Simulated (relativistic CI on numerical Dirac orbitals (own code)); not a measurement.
# Pd5+: resonant inelastic scattering at the M2,3 edge

Computed with this model: Dirac-Coulomb-Breit CI, orbitals from a KLI potential per configuration, model QED (radiative potential, 1s self-energy scaled to tabulated hydrogen-like ionisation energies), valence Slater integrals scaled by 0.8, Kramers-Heisenberg scattering through one core-hole configuration in a parametric crystal field; configurations [Kr] 4d5 → [Ne] 3s2 3p5 3d10 4s2 4p6 4d6; 10 K; core-hole width 1.2 eV; summed over polarisations. Incident energies are the highest absorption maxima for each field (at most a few, so the weaker spin-orbit partner edge can be absent), on the computed scale of the free ion. Intensities are in per cent of the strongest line above 0.02 eV; levels within 1 cm⁻¹ are merged; final levels count from the ground level, the first row holds all elastic scattering, lines under 0.4 are left out and each table stops after 24 rows. The scale of the Slater integrals is a model choice and moves the terms in proportion.

Field parameters in Wybourne normalisation: D3d B²₀ = −7Dσ, B⁴₀ = −14Dq − 21Dτ, B⁴₃ = −14√(10/7) Dq; Td as Oh with Dq negative (B⁴₀ = 21Dq, B⁴₄ = √(5/14) B⁴₀). The field is a parameter set, without covalency.

S is read from ⟨S²⟩ = S(S + 1).

D3d, 10Dq = 34750, Dσ = 790, Dτ = 230 cm⁻¹:

```
Final level (eV)  Degeneracy  Irrep     S  540.5 eV  543.8 eV  572 eV
           0.000           2     Γ4  0.54     308.4     899.8    68.7
           0.359           2  Γ5+Γ6  0.53      84.6      24.3     5.0
           0.703           2     Γ4  0.53     100.0      12.9     2.9
           2.472           2     Γ4  1.59       0.5      18.0     4.4
           2.484           2  Γ5+Γ6  1.58       0.6      11.0     5.5
           2.534           2     Γ4  1.58       2.4      61.0    18.7
           2.599           2     Γ4  1.50       1.3      37.8    20.0
           2.843           2  Γ5+Γ6  1.52       1.0      36.7    13.8
           2.866           2     Γ4  1.56       0.6      20.1     9.0
           3.428           2     Γ4  1.64       1.0      17.8     5.0
           3.463           2  Γ5+Γ6  1.72       1.0      21.6     7.7
           3.497           2     Γ4  1.75       0.7      24.3     7.8
           3.546           2     Γ4  1.50       0.6      20.4     4.7
           3.641           2     Γ4  2.29       0.2       2.1     0.7
           3.642           2  Γ5+Γ6  2.06       0.2       9.5     4.7
           3.668           2     Γ4  2.02       0.4      10.1     3.5
           3.696           2     Γ4  1.66       0.5      16.8     6.5
           3.709           2  Γ5+Γ6  1.68       0.7      18.3     4.5
           4.107           2  Γ5+Γ6  0.55       5.4      69.7    18.3
           4.114           2     Γ4  0.54       4.5      77.1    18.7
           4.238           2     Γ4  0.57       3.2      71.6    23.6
           4.446           2     Γ4  0.57       1.3      28.1    22.8
           4.450           2     Γ4  0.54       1.5      37.5     7.2
           4.489           2  Γ5+Γ6  0.57       1.1      30.6     9.5
```

Td, 10Dq = -13150 cm⁻¹:

```csv
Final level (eV),Degeneracy,Irrep,S,542.4 eV,543.8 eV,572.4 eV
0.000,6,Γ7+Γ8,2.47,2136.5,4246.0,400.0
1.762,4,Γ8,1.19,96.1,100.0,3.4
1.878,2,Γ7,1.36,72.3,56.7,1.5
1.957,2,Γ6,1.49,17.8,20.4,3.3
1.985,4,Γ8,1.49,67.4,53.2,4.8
2.397,4,Γ8,1.13,43.3,21.5,3.6
2.623,2,Γ6,1.49,14.9,7.0,4.6
2.639,2,Γ7,1.46,34.5,35.1,3.3
2.640,4,Γ8,1.48,46.1,22.2,13.3
2.688,4,Γ8,1.37,43.4,35.4,8.5
2.739,2,Γ7,0.79,6.8,2.4,1.2
3.163,4,Γ8,1.31,39.3,41.6,12.5
3.177,2,Γ6,1.20,21.2,24.1,11.9
3.220,2,Γ7,1.38,9.7,22.0,16.4
3.274,4,Γ8,1.43,35.2,49.6,38.7
3.334,2,Γ7,1.14,10.6,7.4,20.5
3.590,2,Γ6,0.97,2.7,6.0,8.8
3.633,4,Γ8,1.23,16.6,32.8,29.8
3.679,4,Γ8,1.36,19.6,58.3,49.7
3.713,4,Γ8,1.07,10.7,33.5,18.3
3.778,2,Γ6,1.43,10.1,40.8,29.8
3.820,2,Γ7,1.00,18.4,10.0,5.4
3.874,2,Γ7,1.07,7.9,8.4,7.6
3.909,4,Γ8,0.82,14.0,10.6,9.8
```

For the first field the strongest loss at the lowest incident energy is the level at 0.70 eV (S = 0.53, against 0.54 in the thermal ground state). Levels of other spin, the first over 8 % at 2.47 eV, appear because spin-orbit coupling of the core hole, and in heavier ions of the valence shell too, mixes spins.
